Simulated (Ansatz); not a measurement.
Computed with Ansatz on PBE0-D4/def2-TZVP structures; ΔE is electronic, products minus reactants. CCSD(T)/CBS is the MP2 limit (def2-TZVPP, def2-QZVPP) plus CCSD(T) − MP2 in def2-TZVPP, frozen cores. This one scheme is used for every species. Functionals use def2-TZVPP. B3LYP here is the variant with VWN-RPA as its local correlation; programs differ in this. Elements past krypton have def2 core potentials. For In outer-core shells are correlated without core-valence functions, which leaves a few kJ/mol of doubt a bond. One conformer a species, not always the lowest.

Reaction (ligand exchange at the In–Cl bond): `[SiH3][O][In]([Cl])[Cl]` + H₂S → `[SiH3][O][In]([SH])[Cl]` + HCl

| level | ΔE (kcal/mol) | difference from CCSD(T)/CBS |
| --- | --- | --- |
| PBE-D4 | 2.4 | -1.0 |
| r2SCAN-D4 | 3.5 | 0.1 |
| PBE0-D4 | 3.0 | -0.4 |
| B3LYP-D4 | 3.6 | 0.2 |
| ωB97X-V | 4.4 | 1.0 |
| ωB97M-V | 3.9 | 0.5 |
| r2SCAN | 3.6 | 0.2 |
| MP2/def2-TZVPP | 2.7 | -0.7 |
| SCS-MP2/def2-TZVPP | 3.6 | 0.2 |
| CCSD/def2-TZVPP | 3.8 | 0.4 |
| CCSD(T)/def2-TZVPP | 3.3 | -0.1 |
| HF/def2-QZVPP | 7.5 | 4.1 |
| SCS-MP2/def2-QZVPP | 3.8 | 0.4 |
| HF/CBS(def2) | 7.5 | 4.1 |
| MP2/CBS(def2) | 2.9 | -0.5 |
| CCSD/CBS(def2) | 3.9 | 0.5 |
| CCSD(T)/CBS | 3.4 | 0 |

Largest T1 diagnostic among the species: 0.014.

In def2-TZVPP, CCSD(T) changes the Hartree–Fock value by −4.0 kcal/mol (the triples alone add −0.5 kcal/mol) and MP2 by −4.5 kcal/mol.
